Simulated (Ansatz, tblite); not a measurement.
Isomers of Be₃Br₄⁺ (doublet), found by a short tight-binding search and relaxed with PBE0-D4/def2-SVP in Ansatz.

The xTB rows come from tblite. Correlated methods freeze 36 core orbitals; core or outer-core shells of Br are correlated, in sets that lack core-valence functions.

Other spin states weren't relaxed.

A:

```xyz
7

Be   -0.060   -0.974   -0.786
Be    0.754    0.967   -0.258
Be   -0.655   -0.016    1.068
Br    1.501   -0.884    0.937
Br   -0.377    2.097    1.155
Br    0.727    0.319   -2.290
Br   -1.889   -1.508    0.173
```

B:

Cartesian coordinates in Å:
```
Be 0.632 1.228 0.274
Be 0.522 -1.285 -1.627
Be -1.019 -0.275 0.932
Br -1.470 1.668 0.119
Br 1.667 0.549 -1.443
Br -1.094 -1.961 -0.345
Br 0.762 0.077 2.090
```

C:

Cartesian coordinates in Å:
```
Be 0.1836 -0.4638 -0.7487
Be 2.5751 0.3725 -1.7034
Be -1.7325 0.1198 1.6227
Br 1.2845 1.0544 0.1443
Br 1.1121 -1.2403 -2.4316
Br -1.6987 1.3234 3.1072
Br -1.7241 -1.1659 0.0094
```

D:

Cartesian coordinates in Å:
```
Be 1.084 -0.311 1.011
Be -0.352 -0.068 -1.785
Be -1.232 1.269 -0.430
Br 1.120 -1.293 -1.017
Br -2.494 0.039 -1.659
Br 2.393 -0.831 2.375
Br -0.518 1.196 1.504
```

E:

```xyz
7

Be   -1.3652    2.1877    0.9102
Be    1.1237   -2.0553   -0.7355
Be   -0.2602   -0.6717    0.2759
Br    1.8932   -3.7565   -1.2550
Br   -1.8182    0.2416    1.4355
Br    1.2271    0.1441   -0.9411
Br   -0.8004    3.9099    0.3100
```

Q: Estimate their order by electronic energy at B2PLYP/def2-TZVP, counted from the lowest.

A: A (0.0) < B (14.2) < C (19.4) < D (36.0) < E (37.0), in kJ/mol. Gaps under about 2 kJ/mol are ties within the noise of geometry and basis.

Q: Do the other levels pick the same lowest one?

A: Not GFN1-xTB, GFN2-xTB, HF/STO-3G, HF/def2-TZVP, RPA@PBE/def2-TZVP. Energies above each level's lowest (kJ/mol):

```json
{"level": "GFN1-xTB", "A": "98.9", "B": "0.0", "C": "53.9", "D": "57.2", "E": "68.0"}
{"level": "GFN2-xTB", "A": "191.0", "B": "74.7", "C": "27.6", "D": "31.5", "E": "0.0"}
{"level": "HF/STO-3G", "A": "65.9", "B": "0.0", "C": "15.8", "D": "72.8", "E": "91.5"}
{"level": "HF/def2-TZVP", "A": "68.6", "B": "38.8", "C": "0.0", "D": "40.6", "E": "23.5"}
{"level": "PBE-D4/def2-SVP", "A": "0.0", "B": "36.4", "C": "74.3", "D": "78.6", "E": "92.2"}
{"level": "PBE-D4/def2-TZVP", "A": "0.0", "B": "32.0", "C": "78.0", "D": "78.2", "E": "96.2"}
{"level": "r2SCAN-D4/def2-TZVP", "A": "0.0", "B": "25.4", "C": "54.7", "D": "58.7", "E": "72.9"}
{"level": "PBE0-D4/def2-SVP", "A": "0.0", "B": "38.1", "C": "62.0", "D": "68.8", "E": "83.9"}
{"level": "PBE0-D4/def2-TZVP", "A": "0.0", "B": "34.7", "C": "68.4", "D": "70.3", "E": "90.5"}
{"level": "B2PLYP/def2-TZVP", "A": "0.0", "B": "14.2", "C": "19.4", "D": "36.0", "E": "37.0"}
{"level": "RPA@PBE/def2-TZVP", "A": "3.9", "B": "0.0", "C": "7.8", "D": "40.7", "E": "42.5"}
{"level": "MP2/def2-TZVP", "A": "0.0", "B": "14.9", "C": "19.2", "D": "41.7", "E": "52.4"}
```
Point groups (tolerance 0.1 Å): A C3v, B not assigned, C not assigned, D Cs, E not assigned. Lower isomers may exist.
